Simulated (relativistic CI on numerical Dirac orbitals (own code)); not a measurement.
Rh6+: 4s photoemission

Computed with this model: Dirac-Coulomb-Breit CI, orbitals from a KLI potential per configuration, model QED, valence Slater integrals scaled by 0.8, multiplet model of photoemission in the sudden approximation; configurations [Kr] 4d3 → [Ar] 3d10 4s 4p6 4d3; 300 K; Lorentzian 1.4 eV and Gaussian 0.6 eV FWHM. Energies are those of the free ion, without screening or charge transfer. The energies are binding energies and can lie tens of eV above those of solids. Without intra-shell correlation the exchange splitting of an s hole comes out too large, often by half or more. S is read from ⟨S²⟩ = S(S + 1).

Field parameters in Wybourne normalisation: Td as Oh with Dq negative (B⁴₀ = 21Dq, B⁴₄ = √(5/14) B⁴₀). The field is a parameter set, without covalency.

Computed curve for Td, 10Dq = -17100 cm⁻¹, scaled to 100 at the maximum (points under 2 are left out and the grid is thinned):

(Energy (eV), Intensity): (180.2, 2.1), (180.6, 2.4), (181.0, 2.8), (181.6, 3.5), (182.0, 4.2), (182.4, 5.0), (182.8, 6.2), (183.2, 7.9), (183.8, 12.2), (184.2, 17.3), (184.6, 26.3), (185.0, 43.0), (185.4, 70.7), (186.0, 100.0), (186.4, 82.1), (186.8, 57.9), (187.2, 47.1), (187.6, 48.8), (188.2, 48.6), (188.6, 36.5), (189.0, 25.4), (189.4, 19.7), (190.0, 17.6), (190.4, 18.8), (190.8, 22.8), (191.2, 29.9), (191.6, 35.3), (192.2, 34.8), (192.6, 37.6), (193.0, 41.2), (193.4, 36.1), (193.8, 24.8), (194.4, 12.5), (194.8, 8.5), (195.2, 6.2), (195.6, 4.8), (196.0, 3.8), (196.6, 2.8), (197.0, 2.4), (197.4, 2.1)

The ground state has S = 1.20, and the centroid lies at 188.40 eV.
